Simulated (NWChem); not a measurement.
System: ammonium (NH$_{4}$ cation); SMILES [NH4+]

Results from NWChem. Geometry: optimised at PBE0-D3(BJ)/def2-TZVP. Level: PBE0/def2-SVP with COSMO at NWChem's default radii, gas-phase geometry; rows give the dielectric constant. Reactions with the solvent are ignored.

```
dielectric constant  electrostatic solvation energy (kcal/mol)
-------------------  -----------------------------------------
2.0                                                      -42.2
2.4                                                      -49.3
11.7                                                     -77.2
46.7                                                     -82.6
78.4                                                     -83.4
```
